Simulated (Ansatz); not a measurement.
C$_{3}$H$_{4}$BClS (`CC#CB(S)Cl`), relaxed with RKS PBE-D4/def2-SVP in Ansatz from a rough embedded geometry. The force threshold is 0.03 eV/Å; the program also tests the step.

Charge 0, multiplicity 1.

Start:

```xyz
10

C     0.462    2.242    0.343
C     0.306    0.778    0.021
C     0.159   -0.401   -0.250
B    -0.135   -1.884   -0.494
S    -1.821   -2.537   -0.853
Cl    1.374   -3.034   -0.599
H     1.094    2.295    1.266
H     1.000    2.664   -0.498
H    -0.457    2.686    0.518
H    -1.982   -2.811    0.547
```

**Question.** How much energy does the relaxation release, and in how many steps? (Estimate.)

**Answer.** The calculation gave: 96.52 kJ/mol, in 17 steps, 2 of them rejected.

**Question.** Which bonds change most? (Best estimate.)

**Answer.** Computed: B4–Cl6 from 1.900 to 1.779 Å; C1–H9 from 1.036 to 1.110 Å; S5–H10 from 1.436 to 1.362 Å; C1–C2 from 1.507 to 1.452 Å.

**Question.** Give the relaxed structure. (Best estimate.)

**Answer.** Ansatz gave: 
```xyz
10

C     0.562    2.279    0.272
C     0.282    0.864    0.108
C     0.052   -0.339   -0.036
B    -0.239   -1.813   -0.198
S    -1.959   -2.331   -0.398
Cl    1.081   -3.005   -0.186
H     1.371    2.447    1.015
H     0.896    2.727   -0.688
H    -0.336    2.838    0.608
H    -1.711   -3.667   -0.498
```
